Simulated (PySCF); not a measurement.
C5H9FO.
Structure used (PBE0-D3(BJ)/def2-SVP), in Å, numbered top down from 1:
```
atom  x, y, z in Å
C1    -2.6538    1.5954   -0.5597
C2    -1.8073    0.9679    0.2553
C3    -0.9367   -0.1741   -0.1442
O4     0.3900    0.0903    0.2669
C5     1.2509   -0.9657    0.1286
C6     2.6494   -0.5067    0.4281
F7     0.9041   -1.9723    1.0124
H8    -3.2977    2.4028   -0.2021
H9    -2.7394    1.3225   -1.6167
H10   -1.7310    1.2638    1.3081
H11   -0.9778   -0.3367   -1.2390
H12   -1.2928   -1.1002    0.3443
H13    1.1639   -1.4168   -0.8820
H14    2.6765   -0.0789    1.4402
H15    3.3471   -1.3529    0.3743
H16    2.9567    0.2644   -0.2911
```

Theory: PBE0-D3(BJ)/def2-SVP geometry optimisation, gas phase in PySCF 2.14.0.

Take the most abundant isotopes and a rigid rotor. The values belong to one conformer with, in the numbering `[CH2:1]=[CH:2][CH2:3][O:4][C@@H:5]([CH3:6])[F:7]`, C1–C2–C3–O4 130°, C2–C3–O4–C5 171°, C3–O4–C5–C6 173°.

(1) What are A, B and C (GHz)?

(2) Classify the top.

(3) Is it planar, by Δ = Ic − Ia − Ib?

(4) Give the other two planar moments, Paa and Pbb, and the rms extents of the mass along the axes.

(5) Where do the levels up to J = 4 lie, in cm⁻¹?

(6) Which types of transition are allowed, and where do some lines up to J = 3 fall?

(7) Estimate the classical rotational partition function at 10 K, 25 K and 50 K.

Results:

(1) Ia = 70.20, Ib = 424.18, Ic = 462.78 u·Å²; 505379 MHz·u·Å²/I gives 7199, 1191 and 1092 MHz, that is A = 7.1988, B = 1.1914, C = 1.0921 GHz.

(2) A near-prolate asymmetric top: κ = (2 × 1191 − 7199 − 1092)/(7199 − 1092) = -0.97.

(3) Not planar: Δ = Ic − Ia − Ib = -31.61 u·Å². For a rigid frame Δ = −2 Σ m c², so Σ m c² = 15.80 u·Å² lies off the ab plane: 9.79 from hydrogen and 6.01 from heavier atoms. The atom farthest from that plane is 1.52 Å away.

(4) Paa = Σ m a² = (Ib + Ic − Ia)/2 = 408.38 and Pbb = Σ m b² = (Ia + Ic − Ib)/2 = 54.40 u·Å². With the mass M = 104.06 u, the rms extents √(P/M) along a, b and c are 1.98, 0.72, 0.39 Å.

(5) Above 0(0,0):
J = 1: 1(0,1) 0.0762, 1(1,1) 0.2766, 1(1,0) 0.2799
J = 2: 2(0,2) 0.2285, 2(1,2) 0.4256, 2(1,1) 0.4355, 2(2,1) 1.0367, 2(2,0) 1.0367
J = 3: 3(0,3) 0.4568, 3(1,3) 0.6491, 3(1,2) 0.6690, 3(2,2) 1.2652, 3(2,1) 1.2654, 3(3,1) 2.2754, 3(3,0) 2.2754
J = 4: 4(0,4) 0.7611, 4(1,4) 0.9470, 4(1,3) 0.9802, 4(2,3) 1.5698, 4(2,2) 1.5704, 4(3,2) 2.5802, 4(3,1) 2.5802, 4(4,1) 3.9944, 4(4,0) 3.9944
The levels of one J sum to (2J + 1)J(J + 1)(A + B + C)/3.

(6) The dipole components are |μa| = 0.38 D, |μb| = 0.56 D, |μc| = 1.16 D. The squared components, which scale the intensities, stand as 0.11 : 0.24 : 1.00 (a : b : c). Some lines, for components of 0.1 D or more:

| type | branch | J(Ka,Kc) | MHz | lower level (cm⁻¹) |
| --- | --- | --- | --- | --- |
| b | R | 3(0,3) ← 2(1,2) | 936 | 0.426 |
| a | R | 1(0,1) ← 0(0,0) | 2283 | 0.000 |
| a | R | 2(1,2) ← 1(1,1) | 4468 | 0.277 |
| a | R | 2(0,2) ← 1(0,1) | 4566 | 0.076 |
| c | Q | 1(1,1) ← 1(0,1) | 6007 | 0.076 |
| b | Q | 2(1,1) ← 2(0,2) | 6207 | 0.228 |
| a | R | 3(1,3) ← 2(1,2) | 6701 | 0.426 |
| a | R | 3(2,1) ← 2(2,0) | 6855 | 1.037 |
| a | R | 3(1,2) ← 2(1,1) | 6999 | 0.436 |
| b | R | 1(1,1) ← 0(0,0) | 8291 | 0.000 |
| c | R | 1(1,0) ← 0(0,0) | 8390 | 0.000 |
| c | R | 2(1,1) ← 1(0,1) | 10773 | 0.076 |
| b | Q | 3(2,1) ← 3(1,2) | 17880 | 0.669 |
| b | Q | 2(2,0) ← 2(1,1) | 18023 | 0.436 |
| b | Q | 2(2,1) ← 2(1,2) | 18320 | 0.426 |
| c | R | 2(2,1) ← 1(1,1) | 22788 | 0.277 |
| b | R | 2(2,0) ← 1(1,1) | 22789 | 0.277 |
| c | Q | 3(3,1) ← 3(2,1) | 30280 | 1.265 |
| b | Q | 3(3,1) ← 3(2,2) | 30286 | 1.265 |
| b | R | 3(3,1) ← 2(2,0) | 37135 | 1.037 |
| c | R | 3(3,0) ← 2(2,0) | 37135 | 1.037 |

(7) Point group C1, symmetry number σ = 1; q = (√π/σ)·√((kT/h)³/(ABC)), k/h = 20836.6 MHz/K: 1740 at 10 K, 6890 at 25 K, 19500 at 50 K.

Stationary, but not proved a minimum. Constants of a rigid frame at the computed geometry: no zero-point averaging, no centrifugal distortion. A rigid rotor knows nothing of internal rotation, which can split or shift real lines.

Hardware: one thread of an Arm Neoverse V2, on a shared host. Cost: 60 s of wall time. This is the geometry optimisation.
